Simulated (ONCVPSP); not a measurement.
# Building the ONCV potential for Ag (PBEsol, scalar-relativistic).

* Element: silver
* Generator: ONCVPSP 4.0.1
* Type: optimised norm-conserving Vanderbilt (ONCV)
* Functional: PBEsol
* Relativity: scalar-relativistic
* Frozen core: [Ar] 3d10
* Valence charge: 19
* Reference configuration: 4s2 4p6 4d10 5s0.5 (charge +0.5)
* Partial waves: 4s+5s: rc 1.55 bohr, ncon 3, nbas 7, qcut 8.8 1/bohr, 3 projectors, debl 1.1 Ha; 4p: rc 1.35 bohr, ncon 4, nbas 7, qcut 8.8 1/bohr, 2 projectors, debl 2.9 Ha; 4d: rc 1.45 bohr, ncon 3, nbas 8, qcut 9.7 1/bohr, 3 projectors, debl 1.2 Ha
* Local potential: polynomial inside 0.90 bohr (lpopt 5, dvloc0 3 Ha)
* Core correction: none

All-electron outer shells of the reference configuration (PBEsol, scalar-relativistic, ld1.x):

```csv
shell,level (eV),outermost node (bohr),outermost maximum (bohr)
3d,-362.36,–,0.27
4s,-98.90,0.44,0.82
4p,-62.46,0.44,0.87
4d,-11.38,0.43,1.04
5s,-7.71,1.11,2.43
```

Problem. Estimate the cutoffs (Ha) at which the residual kinetic energy of the hardest occupied pseudo-wave falls to 1 and 0.1 mHa per electron.

Solution. 32 Ha and 38 Ha.

Problem. Does the potential have ghost states?

Solution. No bound ghost flagged; GHOST(+) flagged for s at 345.5 eV.

Problem. Which valence shell sets the plane-wave cutoff?

Solution. 4d: 32 Ha for 1 mHa per electron, against 27 Ha for 4p.

Problem. Tests: 4s2 4p6 4d10 5s1; 4s2 4p6 4d10 5s0; 4s2 4p6 4d9 5s0; 4s2 4p6 4d9 5s1 5p1. Which has the largest error in its energy relative to the reference configuration, and how large is it?

Solution. 4s2 4p6 4d9 5s0, with -2.8 meV (all-electron minus pseudo) on +26.84 eV.
